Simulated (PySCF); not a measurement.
Si(H)3(Cl) anion (ClH3Si), SMILES [SiH3]Cl (connectivity only; charge and spin as stated), charge -1, multiplicity 2.

The structure is a stationary point at PBE0-D3(BJ)/def2-TZVPD. The multiplicity is an assumed one; other spin states were not compared. The isomer is the one that the SMILES or the coordinates give; other isomers of the formula were not compared.

All values below come from PySCF with B3LYP/def2-TZVPD.

The molecule is in vacuum. A positive occupied level means that this level leaves the electron formally unbound; only the finite basis holds it.

* **total energy**: -751.58951 hartree
* **point group**: Cs
* **α spin, highest occupied and lowest empty level**: 0.36 and 3.81 eV
* **β spin, highest occupied and lowest empty level**: -2.48 and 2.76 eV
* **dipole moment about the centre of nuclear charge**: 0.22 D
* **mean static polarisability**: 80.1 bohr³ (11.88 Å³)
* **polarisability, principal values**: 62.0, 65.9, 112.6 bohr³
* **⟨S²⟩**: 0.753 (pure state 0.75)
